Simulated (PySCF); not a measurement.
[Hf(Cl)2(OH)2] (charge 0, multiplicity 1)

The numbers are results of TPSSh-D3(BJ)/def2-TZVP // BP86-D3(BJ)/def2-SVP (PySCF), not measurements.

| Quantity | Value |
|---|---|
| HOMO | -8.18 eV |
| dipole moment | 3.96 D |
| HOMO–LUMO gap | 6.96 eV |
| LUMO | -1.23 eV |
| charge on the central atom (Mulliken) | 1.48 e |
| total energy | -30490.49 eV |
| cost | very roughly 4 core-minutes |

```xyz
7

Hf    -0.0628    -0.1063     0.1045
Cl     1.5819    -1.7897    -0.2142
Cl     0.8476     1.7449     1.2814
O     -1.5111    -0.8308     1.1239
H     -2.3143    -1.1883     1.5257
O     -0.6680     0.4864    -1.6114
H     -1.1157     0.7291    -2.4330
```
Charge 0, spin multiplicity 1.
